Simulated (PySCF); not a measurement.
## Computed properties of C₂H₆Si, SMILES [SiH2]1CC1

C2H6Si, SMILES C1C[SiH2]1. Geometry: B3LYP-D3(BJ)/def2-TZVP. The values are those of a single conformer. All values are computed for the isolated molecule unless a solvent is named; none is compared with measurement here.

**Structure.** The optimised structure has C2v symmetry. All 21 harmonic modes at B3LYP-D3(BJ)/def2-TZVP (PySCF) are real, so it is a minimum. With heavy atoms numbered as in [CH2:1]1[CH2:2][SiH2:3]1, the shortest bond between them is C1–C2 at 1.552 Å and the longest C2–Si3 at 1.852 Å.

**Vibrations.** The strongest infrared lines (harmonic, unscaled, degenerate partners summed) lie at 2280 cm⁻¹ (96 km/mol, H 95 %), 688 cm⁻¹ (71 km/mol, C 57 %, H 23 %, Si 21 %), 1007 cm⁻¹ (64 km/mol, C 55 %, H 35 %, Si 11 %). The softest mode is at 410 cm⁻¹ and the zero-point energy is 43.5 kcal/mol.

**Electronic structure.** HF/def2-TZVPD (PySCF) places the frontier levels at -9.49 and 1.98 eV, a gap of 11.47 eV, and gives a dipole moment of 0.22 D and a mean polarisability of 50.0 bohr³. PBE/def2-TZVPD (PySCF) at the same geometry gives -5.84 and -0.65 eV, so its gap is 6.28 eV narrower. An orbital gap is neither the optical nor the fundamental gap.

**Excitations.** TDA-B3LYP/def2-SVPD (PySCF) has S1 at 6.20 eV (200 nm, f = 0.002, dark); the most intense of the 10 singlets computed lies at 8.37 eV (f = 0.24). T1 (TDA) is at 5.05 eV, 1.15 eV under S1. TDA-PBE/def2-SVPD (PySCF) puts S1 at 5.93 eV. No vertical singlet excitation falls in the visible range (under 3.1 eV).

**NMR.** GIAO shifts at B3LYP/pcSseg-1 (PySCF) (non-relativistic, atoms alike by connectivity averaged): ¹³C at -10.9 ppm against TMS; ¹H from 0.4 to 2.7 ppm against TMS; ²⁹Si at -144.3 ppm against TMS.
